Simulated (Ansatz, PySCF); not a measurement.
Species: CH3Se2, charge 0, multiplicity 2. It need not be the lowest isomer of its formula. 
Coordinates optimised at B3LYP-D3(BJ)/def2-TZVP (Ansatz, a first-principles code):
```xyz
6

Se     1.1726     0.4092     0.4878
Se    -0.6656    -0.1518    -0.6899
C     -1.8461    -0.9275     0.6865
H     -2.7667    -1.2261     0.1870
H     -2.0457    -0.1719     1.4406
H     -1.3506    -1.7884     1.1258
```
Charge 0, spin multiplicity 2.

Quantity: atomisation energy (electronic, to ground-state atoms), in kcal/mol. Valence correlation only, unless marked. Open shells are spin-unrestricted. Spin-orbit coupling is left out. The frozen core is the preceding noble-gas configuration, with the filled d and f shells of earlier blocks. No relativistic terms. The coupled-cluster limit lacks core correlation, which all-electron functionals hold. Basis-set limits of correlation are two-point, X^-3; Hartree-Fock from the larger set.

| level | program | atomisation energy (kcal/mol) | minus last row |
|---|---|---|---|
| HF/STO-3G | Ansatz | 392.0 | -46.1 |
| revPBE-D4/def2-TZVPD | Ansatz + dftd4 | 444.0 | 5.9 |
| PBE0-D3(BJ)/def2-TZVPD | Ansatz + dftd3 | 444.3 | 6.2 |
| BHLYP-D4/def2-TZVPD | Ansatz + dftd4 | 425.4 | -12.7 |
| BHLYP/def2-TZVPD | Ansatz | 420.9 | -17.2 |
| TPSSh-D3(BJ)/def2-TZVPD | PySCF + dftd3 | 449.5 | 11.4 |
| r2SCANh-D4/def2-TZVPD | Ansatz + dftd4 | 441.8 | 3.7 |
| r2SCAN0-D4/def2-TZVPD | Ansatz + dftd4 | 436.2 | -1.9 |
| CAM-B3LYP/def2-TZVPD | Ansatz | 435.3 | -2.8 |
| LC-wPBE-D3(BJ)/def2-TZVPD | Ansatz + dftd3 | 432.8 | -5.3 |
| LC-wPBE-D4/def2-TZVPD | Ansatz + dftd4 | 433.0 | -5.1 |
| B2GP-PLYP-D4/def2-TZVPD | Ansatz + dftd4 | 430.9 | -7.2 |
| B2PLYP-D3(BJ)/def2-TZVPD | Ansatz + dftd3 | 435.3 | -2.8 |
| B2PLYP-D4/def2-TZVPD | Ansatz + dftd4 | 434.4 | -3.7 |
| MP2/aug-cc-pVTZ | Ansatz | 428.3 | -9.8 |
| MP2/CBS(cc-pVTZ,cc-pVQZ) | Ansatz | 439.8 | 1.7 |
| SCS-MP2/cc-pVDZ | Ansatz | 393.5 | -44.6 |
| SCS-MP2/cc-pVTZ | Ansatz | 422.6 | -15.5 |
| SCS-MP2/cc-pVQZ | Ansatz | 432.5 | -5.6 |
| CCSD(T)/STO-3G | Ansatz | 451.4 | 13.3 |
| CCSD(T)/CBS(cc-pVTZ,cc-pVQZ) | Ansatz | 438.1 | 0.0 |
